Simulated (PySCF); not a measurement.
B(Cl)(H)(SiH3) (BClH4Si), SMILES B([SiH3])Cl.

Geometry optimised at B3LYP-D3(BJ)/def2-TZVP.

These are PySCF with TDA-PBE0/def2-SVPD values and carry that method's errors.

Vertical excitations. Gas-phase values at a fixed geometry. State labels are in the subgroup Cs.

Computed excitation energies, oscillator strengths and character:
```csv
state,symmetry,energy (eV),λ (nm),f,main pairs
S1,A",4.09,303,0.003,HOMO→LUMO 98 %
S2,A",6.13,202,0.004,HOMO−1→LUMO 94 %
S3,A",6.43,193,0.011,HOMO−3→LUMO 94 %
S4,A',6.54,190,0.136,HOMO−2→LUMO 94 %
S5,A',7.11,174,0.001,"HOMO→LUMO+1 73 %, HOMO−4→LUMO 21 %"
S6,A',7.31,170,0.109,"HOMO−4→LUMO 70 %, HOMO→LUMO+1 19 %"
S7,A",7.51,165,0.000,HOMO−5→LUMO 98 %
S8,A',7.62,163,0.004,HOMO→LUMO+2 91 %
S9,A",8.05,154,0.000,HOMO→LUMO+4 97 %
S10,A',8.17,152,0.240,HOMO→LUMO+3 89 %
T1,A",3.35,370,0,HOMO→LUMO 97 %
T2,A',5.57,223,0,"HOMO−2→LUMO 52 %, HOMO−4→LUMO 47 %"
T3,A",5.65,219,0,"HOMO−3→LUMO 73 %, HOMO−1→LUMO 19 %"
T4,A",5.93,209,0,"HOMO−1→LUMO 75 %, HOMO−3→LUMO 22 %"
```
Triplets are in the Tamm–Dancoff approximation.
